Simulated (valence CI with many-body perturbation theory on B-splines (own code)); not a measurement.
Results of a calculation; reference values are marked as such.
Sensitivity of CI+MBPT for As¹⁸⁺

Method: valence CI with perturbative core correlation (CI+MBPT): five valence electrons over a frozen Dirac-Fock core [Ne], radial functions for each j: 6 s, 6 p, 5 d, 3 f, 1 g, with the one-electron correlation potential Σ1 (screened to all orders), the two-electron term Σ2, the three-electron term Σ3, Breit, model QED; selected single and double excitations, second order for the rest, scaled by the run's own slope (own B-spline code, finite nucleus).

No measured spectrum was set against this ion. As an estimate, levels of excited configurations hold to 0.05 to 0.15 % of their energy, terms of the ground configuration to about 0.5 %. Among the levels kept, up to 1100 cm⁻¹ of a level comes from second order outside the variational space, and about a tenth of that is noise between levels of different J, which matters for small intervals.

The reference run has the lowest level 3s2 3p3 4S°_3/2 and an ionisation energy of 721.940 eV. Its largest variational space holds 9997 state functions.

Names give the largest LS component (configuration and term), which can be under half, so a name can repeat, a term be missing and a line seem to break the LS rules; names also repeat where a configuration has a term twice. Letters in brackets count levels of one name in rising energy.

Changed runs:
A. scale of Σ1 1 → 0; scale of Σ2 1 → 0; three-electron term on → off
B. scale of Σ1 1 → 0
C. averaging of valence orbitals over low configurations on → off
D. Davidson tolerance 2e-05 → 0.03 (bad on purpose)

Excitation energies of the reference run in cm⁻¹, and shifts in cm⁻¹:

| Level | Reference | A | B | C | D |
| --- | --- | --- | --- | --- | --- |
| 3s2 3p3 2D°_3/2 | 60492 | +387 | -72 | -4.6 | +1.2 |
| 3s2 3p3 2D°_5/2 | 80788 | +313 | -134 | -5.6 | +0.5 |
| 3s2 3p3 2P°_1/2 | 121462 | +728 | -140 | -5.7 | -0.1 |
| 3s2 3p3 2P°_3/2 | 158164 | +292 | -300 | -4.5 | +0.6 |
| 3s 3p4 4P_5/2 | 432213 | +166 | +870 | +4.1 | -0.3 |
| 3s 3p4 4P_3/2 | 466305 | -30 | +771 | +4.5 | -0.1 |
| 3s 3p4 4P_1/2 | 476482 | +54 | +760 | +4.2 | -0.1 |
| 3s 3p4 2D_3/2 | 537133 | +1062 | +777 | -0.2 | +0.5 |
| 3s 3p4 2D_5/2 | 550485 | +817 | +698 | +0.1 | +0.5 |
| 3s2 3p2 3d 2P_3/2 | 607774 | +2065 | +750 | -10 | +2.5 |
| 3s 3p4 2S_1/2 [a] | 614704 | +2455 | +732 | -7.2 | +0.8 |
| 3s2 3p2 3d 4F_3/2 | 632060 | +2769 | +913 | -24 | +2.5 |
| Ionisation energy (eV) | 721.940 | -0.337 | -0.706 | -0.0021 | -5.8e-05 |
